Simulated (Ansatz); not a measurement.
H₅NOSn, SMILES `[NH2][SnH2][OH]` at its PBE0-D4/def2-TZVP geometry, where that method's forces vanish. The species carries charge 0 and has multiplicity 1. Sn takes the def2 core potential.

```xyz
8

N     1.0669    0.3007   -1.0532
Sn   -0.2627   -0.4386    0.2598
O    -0.4468    0.9770    1.6116
H     1.7052   -0.3803   -1.4399
H     0.6846    0.8539   -1.8069
H     0.4503   -1.8019    0.9911
H    -1.8351   -0.6893   -0.3771
H    -1.3624    1.1785    1.8145
```

Task: What forces (eV/Å) does r2SCAN-D4/def2-TZVPP give on these atoms in Ansatz 0.2.0? (Estimate.)

Result: The calculation gave: 
```
N1   0.097  0.089  0.025
Sn2 -0.114 -0.175 -0.030
O3   0.079  0.103  0.078
H4  -0.001 -0.016 -0.030
H5  -0.009 -0.010 -0.034
H6   0.021  0.009  0.004
H7  -0.021  0.004 -0.006
H8  -0.052 -0.005 -0.008
```
